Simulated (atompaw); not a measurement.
Logarithmic derivatives: Sn (Z = 50), PAW (atompaw)

* Element: tin
* Generator: atompaw 4.2.0.5
* Type: PAW
* Functional: PBE
* Relativity: scalar-relativistic
* Frozen core: [Kr]
* Valence charge: 14
* Reference configuration: 4d10 5s2 5p2
* Partial waves: 5s (bound); 5s channel at 1.85 Ry; 5p (bound); 5p channel at 0.65 Ry; 4d (bound); 4d channel at -1.45 Ry
* Local potential: ultrasoft scheme with l = 3 at 0 Ry, radius 2.45 bohr
* Core correction: smooth core density matched at 1.80 bohr
* Augmentation charge: besselshape compensation charge, radius 1.75 bohr; PAW radius 2.45 bohr; waves and projectors: bloechl

The phase is arctan(r·u′/u) with u = r·R(r), unwrapped; energies in Ry, scanned from -4 to 5 Ry. A pole is an energy at which the radial function vanishes at the test radius. The pseudo phase is shifted by a multiple of π to meet the all-electron one at the reference energy, and phase errors are pseudo minus all-electron; the curves can meet again beyond the range given. Levels narrower than the energy grid can be missing from the lists of poles.

```tsv
channel	radius (bohr)	reference energy (Ry)	poles, all-electron	poles, pseudo	unbroken range about the reference energy with phases within 0.05 rad	phase error 1 Ry above the reference energy (rad)
s	2.47	-0.78	0.99	0.99, 4.73	below 4.0	-0.000
p	2.47	-0.27	2.37	2.42	below 4.6	+0.000
d	2.47	-1.90	-1.79, 4.83	-1.79	below 1.4	+0.000
```

Phases in the d channel:

```tsv
E (Ry)	all-electron	pseudo
-4.00	1.359	1.360
-3.52	1.341	1.341
-3.04	1.315	1.315
-2.56	1.262	1.262
-2.08	0.879	0.879
-1.60	-1.711	-1.711
-1.12	-1.813	-1.813
-0.64	-1.877	-1.877
-0.16	-1.951	-1.950
0.32	-2.063	-2.061
0.80	-2.272	-2.264
1.28	-2.747	-2.712
1.76	-3.602	-3.533
2.24	-4.164	-4.116
2.72	-4.406	-4.373
3.20	-4.530	-4.503
3.68	-4.605	-4.580
4.16	-4.657	-4.633
4.64	-4.698	-4.672
```
